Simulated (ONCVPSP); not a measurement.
**Before and after: ONCV potential for promethium**

* Element: Pm
* Generator: ONCVPSP 4.0.1
* Type: optimised norm-conserving Vanderbilt (ONCV)
* Functional: LDA (Perdew-Zunger)
* Relativity: scalar-relativistic
* Frozen core: [Kr] 4d10 4f4
* Valence charge: 11
* Reference configuration: 5s2 5p6 5d1 6s1 6p1
* Partial waves: 5s+6s: rc 2.30 bohr, ncon 3, nbas 8, qcut 6.3 1/bohr, 2 projectors; 5p+6p: rc 3.10 bohr, ncon 4, nbas 7, qcut 5.5 1/bohr, 2 projectors; 5d: rc 2.75 bohr, ncon 4, nbas 9, qcut 6.7 1/bohr, 2 projectors, debl 2.3 Ha
* Local potential: polynomial inside 2.25 bohr (lpopt 5, dvloc0 2 Ha)
* Core correction: polynomial model core, fcfact 0.75

Change: s: rc 2.04; local potential polynomial inside 2.04 bohr (lpopt 5, dvloc0 2 Ha).

Cutoffs: the cutoffs (Ha) at which the residual kinetic energy of the hardest occupied pseudo-wave falls to 1 and 0.1 mHa per electron; they do not see the model core or the augmentation charge, which bear on the density cutoff. Errors are all-electron minus pseudo energies relative to the spin-unpolarised reference configuration.

Predict the effect on cutoff, ghosts and configuration errors.

The potential gets harder (12 Ha and 14 Ha → 13 Ha and 16 Ha); the errors of the 4 common tests hardly move; neither file shows a bound ghost. A smaller radius makes the pseudo-wave follow the all-electron one further in, where it bends more sharply, so more plane waves are needed.

```tsv
quantity	base	changed
cutoff, loose	12 Ha	13 Ha
cutoff, tight	14 Ha	16 Ha
loose cutoff by channel	s 12 Ha, p 6.8 Ha, d 8.0 Ha	s 13 Ha, p 6.8 Ha, d 8.0 Ha
bound ghosts	none	none
GHOST(+) flags under 300 eV	none	none
error for 5s2 5p6 5d1 6s2 6p0, meV [ΔE -2.75 eV]	-0.4	-0.3
error for 5s2 5p6 5d1 6s1 6p0, meV [ΔE 3.82 eV]	-1.7	-1.7
error for 5s2 5p6 5d1 6s0 6p0, meV [ΔE 15.70 eV]	-15	-14
error for 5s2 5p6 5d1 6s0 6p1, meV [ΔE 7.24 eV]	-3.8	-3.6
p: phases at 3.14 bohr within 0.05 rad from the reference energy up to (Ha; the scan ends near 5)	2.5	2.4
d: phases at 2.78 bohr within 0.05 rad from the reference energy up to (Ha; the scan ends near 5)	to the end of the scan	to the end of the scan
rms error of d²Exc/dni dnj with the model core, mHa	0.44	0.30
```
